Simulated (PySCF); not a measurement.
SMILES C[Si](F)(I)I (CH3FI2Si), singlet (PBE0/def2-SVP optimised geometry):

```
8

C     -1.059    -2.055     1.506
Si    -0.452    -1.164     0.000
F      1.168    -1.164     0.000
I     -1.168     1.164     0.000
I     -1.165    -2.287    -2.041
H     -0.682    -3.089     1.501
H     -2.158    -2.076     1.526
H     -0.695    -1.544     2.411
```

Level of theory: PBE0/def2-TZVP, def2 effective core potentials past Kr (PySCF 2.14.0).

Question: What are the frontier orbital energies and the dipole moment?

Answer: HOMO-2 -8.14 eV, HOMO-1 -7.95 eV, HOMO -7.71 eV, LUMO -1.24 eV, LUMO+1 0.17 eV; dipole moment 1.96 D.

On the same geometry PBE/def2-TZVP, def2 effective core potentials past Kr (PySCF) gives HOMO-2 -6.97 eV, HOMO-1 -6.78 eV, HOMO -6.58 eV, LUMO -2.05 eV, LUMO+1 -0.69 eV; dipole moment 1.89 D.
